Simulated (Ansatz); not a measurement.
The inner images of a band of H2S + H6OSi2 (12 atoms, charge 0, multiplicity 1) are given out of order.

Method: RKS PBE0/def2-SVP in Ansatz.

Image 0:

```xyz
12
Properties=species:S:1:pos:R:3
Si -0.191 0.262 0.092
O -0.410 -0.306 1.646
Si -1.480 -0.225 2.919
H -2.527 -1.280 2.776
H -0.719 -0.446 4.180
H -2.139 1.116 2.949
H 1.249 0.576 -0.108
H -1.006 1.503 -0.088
H -0.644 -0.763 -0.891
S 1.926 -2.863 0.998
H 0.892 -3.644 0.614
H 1.103 -1.984 1.613
```

Image 8:

```xyz
12
Properties=species:S:1:pos:R:3
Si 0.340 -0.509 -0.688
O 0.112 -0.005 2.692
Si -1.353 -0.258 3.436
H -2.272 -1.083 2.584
H -1.215 -0.957 4.754
H -1.964 1.082 3.659
H 1.255 0.639 -0.452
H -1.046 -0.215 -0.230
H 0.318 -0.860 -2.138
S 1.191 -2.139 0.463
H 0.135 -2.969 0.305
H 0.552 -0.783 2.315
```

Task: Put them in order from the first end to the last, with their energies above the first end.
A.
```xyz
12
Properties=species:S:1:pos:R:3
Si -0.254 0.032 0.110
O -0.493 -0.517 1.674
Si -1.520 -0.156 2.937
H -2.919 -0.550 2.594
H -1.062 -0.918 4.132
H -1.484 1.309 3.227
H 1.093 0.651 -0.017
H -1.303 1.058 -0.181
H -0.405 -1.099 -0.847
S 2.089 -2.569 0.979
H 1.167 -3.334 0.359
H 1.144 -1.963 1.734
```
B.
```xyz
12
Properties=species:S:1:pos:R:3
Si -0.231 0.176 0.081
O -0.481 -0.385 1.634
Si -1.509 -0.184 2.928
H -2.792 -0.911 2.690
H -0.838 -0.742 4.135
H -1.803 1.266 3.136
H 1.180 0.627 -0.061
H -1.150 1.328 -0.173
H -0.531 -0.910 -0.895
S 2.025 -2.752 1.026
H 1.075 -3.570 0.527
H 1.109 -1.997 1.672
```
C.
```xyz
12
Properties=species:S:1:pos:R:3
Si 0.147 -0.443 -0.163
O -0.091 -0.595 2.193
Si -1.428 -0.188 3.115
H -2.697 -0.707 2.523
H -1.224 -0.772 4.468
H -1.464 1.297 3.143
H 1.072 0.709 -0.344
H -1.168 0.170 0.243
H -0.255 -1.122 -1.433
S 1.666 -1.956 0.511
H 1.005 -3.078 0.160
H 0.490 -1.371 2.284
```
D.
```xyz
12
Properties=species:S:1:pos:R:3
Si 0.053 -0.360 0.073
O -0.257 -0.798 1.893
Si -1.449 -0.193 2.983
H -2.789 -0.603 2.493
H -1.127 -0.841 4.282
H -1.317 1.283 3.064
H 1.099 0.667 -0.199
H -1.187 0.522 0.245
H -0.399 -1.213 -1.068
S 1.803 -1.989 0.633
H 1.089 -3.080 0.279
H 0.534 -1.448 2.022
```
E.
```xyz
12
Properties=species:S:1:pos:R:3
Si 0.205 -0.497 -0.402
O 0.070 -0.369 2.518
Si -1.405 -0.168 3.251
H -2.543 -0.806 2.511
H -1.376 -0.739 4.630
H -1.619 1.303 3.280
H 1.023 0.743 -0.438
H -1.104 -0.210 0.250
H -0.112 -1.007 -1.764
S 1.547 -1.979 0.471
H 0.911 -3.081 0.024
H 0.457 -1.245 2.369
```
F.
```xyz
12
Properties=species:S:1:pos:R:3
Si -0.135 -0.165 0.160
O -0.352 -0.689 1.777
Si -1.467 -0.187 2.928
H -2.836 -0.581 2.489
H -1.139 -0.863 4.218
H -1.372 1.292 3.097
H 1.106 0.621 -0.083
H -1.289 0.769 0.095
H -0.371 -1.184 -0.909
S 1.898 -2.192 0.852
H 1.074 -3.113 0.308
H 0.938 -1.763 1.768
```
G.
```xyz
12
Properties=species:S:1:pos:R:3
Si 0.263 -0.527 -0.568
O 0.135 -0.163 2.680
Si -1.377 -0.177 3.371
H -2.375 -0.910 2.526
H -1.377 -0.815 4.725
H -1.794 1.247 3.495
H 1.055 0.712 -0.356
H -1.113 -0.399 -0.011
H 0.165 -0.839 -2.024
S 1.395 -2.089 0.422
H 0.563 -3.092 0.063
H 0.513 -1.003 2.378
```

Result: B (+0.4 kJ/mol), A (+1.8 kJ/mol), F (+38.8 kJ/mol), D (+120.7 kJ/mol), C (+99.8 kJ/mol), E (+43.1 kJ/mol), G (+27.1 kJ/mol).

Time of the run: 4.7 min on 4 threads of Arm Neoverse V1 (shared host), peak memory 0.28 GiB.
